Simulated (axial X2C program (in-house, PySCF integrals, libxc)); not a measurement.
**Curves of SrH by EOM-EA-CCSD**

Calculated with an in-house all-electron X2C program for linear molecules (integrals from PySCF): two-component X2C with atomic mean-field Coulomb and Gaunt terms, Gaussian nuclei, basis Sr dyall-acv3z, H dyall-av3z with contracted cores.

Energies in eV from the lowest point of the lowest state; states are followed by energy order within each Ω. Reference: SrH⁺, 10 electrons correlated in 92 virtual spinors with an MP2 remainder; levels at this size can be off by some tenths of an eV. Masses 87.906 and 1.008 u.

```json
{"R (Å)": "1.960", "(1)Ω=1/2": "0.1280", "(2)Ω=1/2": "1.7476", "(1)Ω=3/2": "1.7809", "(3)Ω=1/2": "1.9102", "(2)Ω=3/2": "2.2948", "(1)Ω=5/2": "2.3098", "(4)Ω=1/2": "2.6060", "(3)Ω=3/2": "2.6336"}
{"R (Å)": "2.045", "(1)Ω=1/2": "0.0376", "(2)Ω=1/2": "1.6718", "(1)Ω=3/2": "1.7055", "(3)Ω=1/2": "1.8397", "(2)Ω=3/2": "2.2007", "(1)Ω=5/2": "2.2162", "(4)Ω=1/2": "2.5344", "(3)Ω=3/2": "2.5625"}
{"R (Å)": "2.130", "(1)Ω=1/2": "0.0000", "(2)Ω=1/2": "1.6491", "(1)Ω=3/2": "1.6831", "(3)Ω=1/2": "1.8205", "(2)Ω=3/2": "2.1591", "(1)Ω=5/2": "2.1751", "(4)Ω=1/2": "2.5136", "(3)Ω=3/2": "2.5423"}
{"R (Å)": "2.226", "(1)Ω=1/2": "0.0066", "(2)Ω=1/2": "1.6721", "(1)Ω=3/2": "1.7065", "(3)Ω=1/2": "1.8455", "(2)Ω=3/2": "2.1607", "(1)Ω=5/2": "2.1771", "(4)Ω=1/2": "2.5357", "(3)Ω=3/2": "2.5655"}
{"R (Å)": "2.322", "(1)Ω=1/2": "0.0525", "(2)Ω=1/2": "1.7335", "(1)Ω=3/2": "1.7682", "(3)Ω=1/2": "1.9066", "(2)Ω=3/2": "2.2005", "(1)Ω=5/2": "2.2174", "(4)Ω=1/2": "2.5931", "(3)Ω=3/2": "2.6241"}
{"R (Å)": "2.450", "(1)Ω=1/2": "0.1572", "(2)Ω=1/2": "1.8563", "(1)Ω=3/2": "1.8914", "(3)Ω=1/2": "2.0264", "(2)Ω=3/2": "2.2950", "(1)Ω=5/2": "2.3126", "(4)Ω=1/2": "2.7060", "(3)Ω=3/2": "2.7388"}
```

Problem. Fit the curves (1)Ω=1/2, (2)Ω=1/2, (1)Ω=3/2, (3)Ω=1/2, (2)Ω=3/2, (1)Ω=5/2, (4)Ω=1/2, (3)Ω=3/2 near their minima.

Solution. At EOM-EA-CCSD from SrH⁺ (the fit fixes ωe to about one per cent; ωe of higher roots by this method can be off by ten per cent):

```
   state  Te (cm⁻¹)  Re (Å)  ωe (cm⁻¹)
(1)Ω=1/2          0   2.163     1184.8
(2)Ω=1/2      13320   2.131     1238.9
(1)Ω=3/2      13600   2.130     1240.0
(3)Ω=1/2      14710   2.125     1223.0
(2)Ω=3/2      17400   2.173     1155.6
(1)Ω=5/2      17530   2.172     1157.3
(4)Ω=1/2      20300   2.129     1203.3
(3)Ω=3/2      20530   2.128     1209.6
```

For SrH⁺ at CCSD, and between the minima:

Re = 2.042 Å, ωe = 1403.2 cm⁻¹; removing the electron costs 5.225 eV without zero-point terms.

T1 of the reference reaches 0.026 (Lee–Taylor). Curves followed by order can swap character. Number of frozen shells: Sr 3 s, 2 p, 1 d; H none. Roots with under 60 % one-particle weight at any point are counted in the labels but not shown, and the list ends where the roots sought for some Ω run out; states that need a further excitation are missing and may lie low or lowest. Curves with a minimum but no constants failed the fit check.
